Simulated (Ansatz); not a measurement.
Input file for Ansatz (an electronic-structure program): R-CCSD(T)/def2-TZVPPD on AsH3 (SMILES [AsH3]) with ghost functions, monomers drawn apart or pushed together. Files ending in .json are basis or fitting sets from the Basis Set Exchange. The run froze 14 orbitals, filled d shells among them.

Ansatz 0.2 input:
```yaml
crystal:
  periodic: [false, false, false]
  atoms:
    - {symbol: As, position_ang: [-0.45908042, -0.20757826, 3.52750199]}
    - {symbol: H, position_ang: [-1.82280834, 0.46990781, 3.56538367]}
    - {symbol: H, position_ang: [0.27453939, 1.12603724, 3.58596728]}
    - {symbol: H, position_ang: [-0.42396109, -0.36795882, 5.04573803]}
basis:
  gaussian:
    orbitals: def2-TZVPPD.json
    ghost_atoms:
      - {symbol: P, position_ang: [-0.55176334, 0.17664237, 0.27429872]}
      - {symbol: H, position_ang: [0.71621281, -0.45638740, 0.25560218]}
      - {symbol: H, position_ang: [-1.26417286, -1.04837040, 0.24526878]}
      - {symbol: H, position_ang: [-0.59406875, 0.34277546, -1.13506981]}
magnetization: {spin_polarized: false}
correlation: {method: ccsd_t, electrons: outside_noble_gas}
scf: {lower_state_search: off}
```

Output:

```
WARN ansatz: RAYON_NUM_THREADS=2 ignored (pool sized by the plan → 2); use --threads N
Functional definition: HF
these checks for a lower state are left out or cut short: stability, starts, cluster_reference, orbital_swaps, neighbouring_geometries, increment
integrals: 0.85 GiB planned
1142 factors; integrals over basis functions are off by at most 1.0e-3 eV
mean field: 0.65 GiB planned
mean field evaluation 1: about -60842.2774 eV, gradient 8.7e0 eV
mean field evaluation 2: about -60842.3202 eV, gradient 8.8e0 eV
mean field evaluation 4: about -60842.8023 eV, gradient 7.1e-1 eV
mean field evaluation 8: about -60842.8060 eV, gradient 6.7e-2 eV
mean field -60842.80595790 eV, -2235.9318782179 hartree, gradient 2.9e-6 eV, S^2 0.000000; 0 other end points of the search recorded, 0 dependent functions left out
14 core orbitals not correlated
reference -60842.80595790 eV, -2235.9318782179 hartree; 4, 4 occupied and 186, 186 virtual orbitals, 1142 factors
second order -4.31042820 eV of doubles, -0.00000000 eV of singles
coupled cluster: 2.07 GiB planned
cycle   1  -4.83542956 eV  change   -5.3e-1 eV  update   5.7e-2
cycle   2  -5.03375973 eV  change   -2.0e-1 eV  update   2.0e-2
cycle   3  -5.04518099 eV  change   -1.1e-2 eV  update   5.6e-3
cycle   4  -5.04375780 eV  change    1.4e-3 eV  update   1.9e-3
cycle   5  -5.04323621 eV  change    5.2e-4 eV  update   5.3e-4
cycle   6  -5.04320594 eV  change    3.0e-5 eV  update   1.7e-4
cycle   7  -5.04323828 eV  change   -3.2e-5 eV  update   6.2e-5
cycle   8  -5.04324479 eV  change   -6.5e-6 eV  update   2.1e-5
cycle   9  -5.04324238 eV  change    2.4e-6 eV  update   7.0e-6
perturbative correction -0.16255039 eV, -0.0059736167 hartree
Total energy: -60848.01175068 eV, -2236.1231875736 hartree
Checks for a lower state left out: stability, starts, cluster_reference, orbital_swaps, neighbouring_geometries, increment
```

Self-consistency was reached.

Cost: around 40 core-seconds (rough).
